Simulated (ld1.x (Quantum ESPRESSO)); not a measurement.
**Logarithmic derivatives: Ru, ultrasoft**

Ru, ultrasoft, made with ld1.x (Quantum ESPRESSO) 7.5 (PBEsol, scalar-relativistic). Core [Kr], reference 4d7.5 5s0.5 5p0. Waves: 5s (bound): rcut 2.65, rcutus 3.00 bohr; 5s channel at 0.05 Ry: rcut 2.65, rcutus 3.00 bohr; 5p (bound, empty): rcut 3.35, rcutus 3.70 bohr; 5p channel at 1.05 Ry: rcut 3.35, rcutus 3.70 bohr; 4d (bound): rcut 1.85, rcutus 2.05 bohr; 4d channel at 0.45 Ry: rcut 1.85, rcutus 2.05 bohr. Local part: all-electron potential smoothed inside 2.70 bohr (lloc = -1). Core correction: none. Augmentation charge: PSQ, radius 1.85 bohr.

The phase is arctan(r·u′/u) with u = r·R(r), unwrapped; energies in Ry, scanned from -2 to 5 Ry. A pole is an energy at which the radial function vanishes at the test radius. The pseudo phase is shifted by a multiple of π to meet the all-electron one at the reference energy, and phase errors are pseudo minus all-electron; the curves can meet again beyond the range given. Levels narrower than the energy grid can be missing from the lists of poles.

Question: For each channel, where are the poles, and over which energies does the pseudopotential scatter like the atom?

Answer:

```json
{"channel": "s", "radius (bohr)": "3.99", "reference energy (Ry)": "-0.28", "poles, all-electron": "0.16, 3.41", "poles, pseudo": "0.16, 2.65, 3.75", "unbroken range about the reference energy with phases within 0.05 rad": "below 1.5", "phase error 1 Ry above the reference energy (rad)": "-0.000"}
{"channel": "p", "radius (bohr)": "3.99", "reference energy (Ry)": "-0.05", "poles, all-electron": "0.77, 4.19", "poles, pseudo": "0.77, 3.35", "unbroken range about the reference energy with phases within 0.05 rad": "below 2.0", "phase error 1 Ry above the reference energy (rad)": "-0.000"}
{"channel": "d", "radius (bohr)": "3.99", "reference energy (Ry)": "-0.30", "poles, all-electron": "-0.25, 1.98", "poles, pseudo": "-0.25, 1.98", "unbroken range about the reference energy with phases within 0.05 rad": "below 3.5", "phase error 1 Ry above the reference energy (rad)": "-0.000"}
```

Phases in the p channel:

```json
{"E (Ry)": "-2.00", "all-electron": "1.384", "pseudo": "1.383"}
{"E (Ry)": "-1.76", "all-electron": "1.370", "pseudo": "1.369"}
{"E (Ry)": "-1.52", "all-electron": "1.352", "pseudo": "1.351"}
{"E (Ry)": "-1.28", "all-electron": "1.328", "pseudo": "1.328"}
{"E (Ry)": "-1.04", "all-electron": "1.295", "pseudo": "1.295"}
{"E (Ry)": "-0.80", "all-electron": "1.245", "pseudo": "1.244"}
{"E (Ry)": "-0.56", "all-electron": "1.156", "pseudo": "1.156"}
{"E (Ry)": "-0.32", "all-electron": "0.956", "pseudo": "0.956"}
{"E (Ry)": "-0.08", "all-electron": "0.254", "pseudo": "0.254"}
{"E (Ry)": "0.16", "all-electron": "-0.994", "pseudo": "-0.994"}
{"E (Ry)": "0.40", "all-electron": "-1.380", "pseudo": "-1.380"}
{"E (Ry)": "0.64", "all-electron": "-1.523", "pseudo": "-1.523"}
{"E (Ry)": "0.88", "all-electron": "-1.605", "pseudo": "-1.605"}
{"E (Ry)": "1.12", "all-electron": "-1.669", "pseudo": "-1.669"}
{"E (Ry)": "1.36", "all-electron": "-1.735", "pseudo": "-1.736"}
{"E (Ry)": "1.60", "all-electron": "-1.822", "pseudo": "-1.824"}
{"E (Ry)": "1.84", "all-electron": "-1.973", "pseudo": "-1.987"}
{"E (Ry)": "2.08", "all-electron": "-2.366", "pseudo": "-2.467"}
{"E (Ry)": "2.32", "all-electron": "-3.504", "pseudo": "-3.789"}
{"E (Ry)": "2.56", "all-electron": "-4.219", "pseudo": "-4.354"}
{"E (Ry)": "2.80", "all-electron": "-4.442", "pseudo": "-4.533"}
{"E (Ry)": "3.04", "all-electron": "-4.542", "pseudo": "-4.626"}
{"E (Ry)": "3.28", "all-electron": "-4.601", "pseudo": "-4.694"}
{"E (Ry)": "3.52", "all-electron": "-4.641", "pseudo": "-4.764"}
{"E (Ry)": "3.76", "all-electron": "-4.671", "pseudo": "-4.880"}
{"E (Ry)": "4.00", "all-electron": "-4.695", "pseudo": "-5.396"}
{"E (Ry)": "4.24", "all-electron": "-4.716", "pseudo": "-7.397"}
{"E (Ry)": "4.48", "all-electron": "-4.737", "pseudo": "-7.665"}
{"E (Ry)": "4.72", "all-electron": "-4.757", "pseudo": "-7.744"}
{"E (Ry)": "4.96", "all-electron": "-4.778", "pseudo": "-7.786"}
```
